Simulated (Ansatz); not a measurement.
Consider the homolysis of the F–Sb bond: `[F][SbH][F]` → F• + `[F][SbH]`•.

Isolated molecules relaxed with PBE0-D4/def2-TZVP in Ansatz; ΔE leaves out vibrations. CCSD(T)/CBS is the MP2 limit (def2-TZVPP, def2-QZVPP) plus CCSD(T) − MP2 in def2-TZVPP, frozen cores. This one scheme is used for every species, atoms too. DFT in def2-TZVPP. B3LYP here is the variant with VWN-RPA as its local correlation; programs differ in this. HSE06 is defined as in plane-wave codes. Open shells (•) are unrestricted, without spin–orbit coupling. Spin–orbit coupling would lower the free atoms: a little for F. def2 core potentials past Kr. Bonds to Sb are less sure, by a few kJ/mol each and by 10 to 20 or more in all where they break to atoms, as the def2 sets lack core-valence functions.

`[F][SbH][F]`:

Z-matrix (Å, degrees):
```
Sb
F 1 1.902
F 1 1.902 2 95.6
H 1 1.724 2 92.9 3 93.2
```

`[F][SbH]`•:

Z-matrix (Å, degrees):
```
Sb
F 1 1.920
H 1 1.720 2 93.1
```

```tsv
level	ΔE (eV)	difference from CCSD(T)/CBS
revPBE-D4	4.73	-0.16
r2SCAN-D4	4.74	-0.15
PBE0-D4	4.62	-0.27
B3LYP-D4	4.69	-0.20
HSE06-D4	4.62	-0.27
CAM-B3LYP-D4	4.76	-0.13
ωB97M-V	4.73	-0.16
PBE-QIDH	4.59	-0.30
SCS-MP2/def2-TZVPP	4.77	-0.12
CCSD(T)/def2-TZVPP	4.59	-0.30
CCSD(T)/CBS	4.89	0
```

**Question.** What do rigid-rotor, harmonic-oscillator terms from PBE0-D4/def2-TZVP frequencies (298.15 K, 1 bar) make of the CCSD(T)/CBS value? (An estimate is asked.)

**Answer.** Computed: ΔZPE = -0.09 eV, ΔH = +4.84 eV, ΔS = 137 J/(mol·K), ΔG = +4.42 eV. Open shells count their whole term as degenerate.

Largest T1 diagnostic among the species: 0.016.

From r2SCAN to r2SCAN0 (25 % exact exchange), in def2-TZVPP and without D4, ΔE moves by −0.30 eV: exact exchange takes away binding that semilocal exchange gives to molecules. Leaving LDA and LC-ωPBE aside and taking each functional with its dispersion term where it has one, the values, not all of them listed here, spread over 0.64 eV, from BHLYP-D4 to PBE-D4. LDA lies +0.84 eV from PBE without D4, its usual overbinding.

CCSD(T)/CBS has its own doubt, a few kJ/mol and more with outer-core shells, so smaller differences from it don't rank the levels.
